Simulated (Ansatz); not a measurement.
Born–Oppenheimer molecular dynamics of H$_{10}$NPSi$_{2}$ (14 atoms, charge 0, multiplicity 1). It starts at the highest image of a converged band. Of that band: The profile has 2 maxima (images 3, 6) with wells between them (image 5): this band takes more than one step, which may be the mechanism or a detour left from its start path. Neighbouring images differ by up to 2.0 eV, so the band resolves the path poorly. A vibrational analysis at the climbing image gives one clearly imaginary mode, 973i cm⁻¹: a first-order saddle point.

Method: RKS PBE/def2-SVP (Ansatz 0.2.0).

```json
{"ensemble": "NVE (velocity Verlet)", "time step": "0.5 fs", "steps asked": "200", "starting velocities drawn for": "100 K", "seed": "6245"}
```

First frame:

```xyz
14
Properties=species:S:1:pos:R:3
Si -0.483 -0.119 0.219
Si 0.364 0.159 2.720
H -0.433 0.479 3.959
H 1.090 -1.144 2.906
H 1.335 1.269 2.426
H 1.036 -0.290 0.116
H -0.775 1.322 -0.082
N -0.917 -1.471 -0.755
H -1.873 -1.808 -0.878
H -0.193 -2.120 -1.073
P -3.095 -0.088 1.206
H -3.373 -0.016 -0.209
H -3.226 -1.526 1.232
H -1.172 -0.087 1.738
```

Question: How far do the bonds stretch over the last three quarters of this one trajectory? (Pairs bonded in most of those frames.)

Answer: 
| bond | mean (Å) | spread (Å) | shortest | longest |
| --- | --- | --- | --- | --- |
| Si1–H6 | 1.505 | 0.018 | 1.47 | 1.54 |
| Si1–H7 | 1.518 | 0.033 | 1.46 | 1.57 |
| Si1–N8 | 1.750 | 0.021 | 1.71 | 1.78 |
| Si1–P11 | 2.344 | 0.209 | 2.05 | 2.71 |
| Si2–H3 | 1.516 | 0.032 | 1.46 | 1.57 |
| Si2–H4 | 1.507 | 0.045 | 1.44 | 1.57 |
| Si2–H5 | 1.503 | 0.009 | 1.49 | 1.52 |
| Si2–H14 | 1.517 | 0.070 | 1.41 | 1.63 |
| N8–H9 | 1.025 | 0.003 | 1.02 | 1.03 |
| N8–H10 | 1.027 | 0.001 | 1.02 | 1.03 |
| P11–H12 | 1.451 | 0.008 | 1.44 | 1.47 |
| P11–H13 | 1.442 | 0.010 | 1.43 | 1.46 |

Mean temperature of the second half: 1205 K. The conserved energy stayed within 0.073 meV per atom of its start (net change -0.02 meV per atom), so the integration is sound. The kinetic energy rose, since the run started high on the potential surface and went downhill. It ends in pieces (H4Si + H6NPSi), so much of that is their flight and rotation, not heat. A run of 0.1 ps of so small a system gives no equilibrium averages. The orbitals stay closed-shell, which can raise the energy where a bond breaks towards radicals; this wasn't checked here.

Run time: 4.2 min on 4 threads of Arm Neoverse V1, on a shared host, peak memory 0.18 GiB.
